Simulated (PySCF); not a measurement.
IrN2, quartet: data card

Method: UPBE0 in PySCF with Ir def2-TZVP with ECP60, N def2-TZVP; scalar-relativistic core potentials, no spin–orbit coupling; density-fitted integrals.

The structure is a minimum.

```xyz
3
charge 0 multiplicity 4, angstrom
Ir    0.0000    0.0000   -0.1066
N     1.4962    0.0000    0.7324
N    -1.4962    0.0000    0.7324
```

```
Point group                                                                   : C2v
Bond lengths                                                                  : Ir–N 1.715 Å (×2)
Bond angles                                                                   : N–Ir–N 121.4°
Highest occupied level (α)                                                    : -7.41 eV
Principal polarisabilities                                                    : 38.4, 43.3, 63.7 bohr³
Heat capacity Cp at 298.15 K                                                  : 48.6 J/(mol K)
Enthalpy at 298.15 K above 0 K                                                : 12.16 kJ/mol
Lowest empty level (β)                                                        : -4.83 eV
Rotational symmetry number                                                    : 2
Spin squared ⟨S²⟩                                                             : 3.810
Principal quadrupole moments (Buckingham, traceless) about the centre of mass : -3.12, 0.44, 2.68 D Å
Entropy at 298.15 K and 1 bar (electronic part: spin only)                    : 289.7 J/(mol K)
Dipole moment                                                                 : 1.45 D
Rotational constants                                                          : 0.9793, 0.2689, 0.211 cm⁻¹
Atomisation energy without zero-point energy                                  : 733 kJ/mol
Zero-point energy                                                             : 9.6 kJ/mol
```

Harmonic modes (masses in u: Ir 192.963, N 14.003):
```csv
symmetry,ω (cm⁻¹),IR (km/mol),μ (u),type
a1,257,4.3,15.37,bend
b2,372,19.5,15.43,stretch
a1,984,13.9,14.41,stretch
```

In C2v the vibrations span 2a1 + b2. Here b1 is antisymmetric to the molecular plane and b2 lies in it.

Charges (e):
```csv
atom,Mulliken,Löwdin,polar tensor,spin (Mulliken),Mayer order to Ir1
Ir1,0.57,0.44,0.55,0.76,–
"N2,3",-0.29,-0.22,-0.27,1.12,2.10
```
Other Mayer orders above 0.3: N–N 0.35.

Mulliken populations on Ir1 (electrons outside its core potential): s 3.03, p 6.27, d 7.08, f 0.04.

Outer orbital energies (eV). α occupied: -12.54, -12.33, -11.21, -11.03, -10.18, -8.14, -7.86, -7.41; empty: -3.58, -2.18, -0.61, 0.62. β occupied: -21.99, -21.05, -11.73, -11.57, -11.55, -10.11, -9.64, -7.75; empty: -4.83, -4.18, -3.40, -2.28.

Formally Ir is in oxidation state +6, d3, with 3 unpaired electrons (the high-spin count). The Mulliken spin on Ir is 0.76, so most of the spin sits on the ligands and the formal count fails. The polar-tensor charge on Ir, 0.55, is far below the formal one.

Only a few start shapes were tried, so a lower isomer may exist. Open d and f shells are described by one determinant, and the ground state may have another occupation or spin. At this level a quartet minimum of C∞v symmetry lies 253 kJ/mol below this structure. No spin–orbit coupling is included, which matters more the heavier the element.

The final relaxation and frequency run took roughly 70 core-seconds on a shared host.
